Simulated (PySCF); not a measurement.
Isomers of C7H7Cl3, mass 195.961 u with the commonest isotopes. Method: PBE0/pcSseg-1 in PySCF (dipole) on a GFN2-xTB geometry, gas phase. One conformer each, none proved a minimum here; rigid rotors.

Question: Order these by rotational constant B, smallest first.
A. `[CH2:1]=[CH:2]/[CH:3]=[CH:4]/[CH:5]=[CH:6]/[C:7]([Cl:8])([Cl:9])[Cl:10]` with C1–C2–C3–C4 180°, C3–C4–C5–C6 180°
B. `[CH2:1]=[CH:2]/[CH:3]=[CH:4]\[CH:5]=[CH:6]/[C:7]([Cl:8])([Cl:9])[Cl:10]` with C1–C2–C3–C4 180°, C3–C4–C5–C6 180°
C. `[CH2:1]=[CH:2]/[CH:3]=[C:4]([Cl:5])/[CH:6]=[CH:7]/[CH:8]([Cl:9])[Cl:10]` with C1–C2–C3–C4 180°, C3–C4–C6–C7 180°, C6–C7–C8–Cl9 -120°

Answer: C (293.4 MHz), A (299.6 MHz), B (368.3 MHz).

Question: Order these by out-of-plane moment Σ m c² = (Ia + Ib − Ic)/2, smallest first.
A. `[CH2:1]=[CH:2]/[CH:3]=[CH:4]\[CH:5]=[CH:6]/[C:7]([Cl:8])([Cl:9])[Cl:10]` with C1–C2–C3–C4 180°, C3–C4–C5–C6 180°
B. `[CH2:1]=[CH:2]/[CH:3]=[CH:4]/[CH:5]=[CH:6]/[C:7]([Cl:8])([Cl:9])[Cl:10]` with C1–C2–C3–C4 180°, C3–C4–C5–C6 180°
C. `[CH2:1]=[CH:2]/[CH:3]=[C:4]([Cl:5])/[CH:6]=[CH:7]/[CH:8]([Cl:9])[Cl:10]` with C1–C2–C3–C4 180°, C3–C4–C6–C7 180°, C6–C7–C8–Cl9 -120°

Answer: A (137.33 u·Å²), B (146.32 u·Å²), C (147.72 u·Å²).

```tsv
SMILES	point group	Ia (u·Å²)	Ib (u·Å²)	Ic (u·Å²)	κ	μa (D)	μb (D)	μc (D)
C=C/C=C(Cl)/C=C/C(Cl)Cl	Cs	295.78	1722.42	1722.77	-1.00	2.79	0.24	2.18
C=C/C=C/C=C/C(Cl)(Cl)Cl	Cs	301.08	1687.02	1695.46	-1.00	3.17	0.27	0.00
C=C/C=C\C=C/C(Cl)(Cl)Cl	Cs	284.15	1372.03	1381.51	-1.00	2.91	0.01	0.99
```
